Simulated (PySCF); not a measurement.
C₄H₅NOSi.
SMILES with atom numbers: `[N:1]#[C:2]/[CH:3]=[C:4](\[SiH3:5])[CH:6]=[O:7]` (hydrogens: H8 on C3; H9, H10, H11 on Si5; H12 on C6)

Method used: PySCF 2.14.0, PBE0-D3(BJ)/def2-SVP geometry optimisation, gas phase.

Task: What internal coordinates does the optimisation give?

Result: 
```csv
bond,length (pm),order
N1≡C2,116.0,triple
C2–C3,142.5,single
C3=C4,135.1,double
C4–Si5,189.8,single
C4–C6,148.1,single
C6=O7,120.5,double
C3–H8,109.9,single
"Si5–H9, Si5–H10, Si5–H11",148.9,single
C6–H12,112.1,single
```

Bonds in one row agree within 1 pm and their mean is given. Orders are formal, as drawn. A selection of angles:
```csv
angle,degrees
N1–C2–C3,178.5
C2–C3–C4,125.1
C2–C3–H8,115.0
C4–C3–H8,119.9
C3–C4–Si5,127.4
C3–C4–C6,116.5
Si5–C4–C6,116.1
C4–Si5–H9,108.7
C4–Si5–H10,108.5
H9–Si5–H10,110.5
C4–C6–O7,122.9
C4–C6–H12,115.7
O7–C6–H12,121.4
```

Dihedral angles: C2–C3–C4–Si5 0° (synperiplanar); C3–C4–C6–O7 180° (antiperiplanar).

The 7 heavy atoms lie in one plane (0.005 Å rms). Si5 (SiH3 silicon) is tetrahedral (angles from 108.2° to 110.5°). Of the pairs four or more bonds apart, H8···H12 is among the closest relative to their van der Waals radii: 2.26 Å, 94 % of the sum of Bondi's values. The C–C distances run from 1.351 Å (C3=C4, drawn double) to 1.481 Å (C4–C6, drawn single), a spread of 0.130 Å.

Point group: Cs (every atom within 0.08 Å of its image). Stationary, but not proved a minimum. The numbers are those of one conformer.
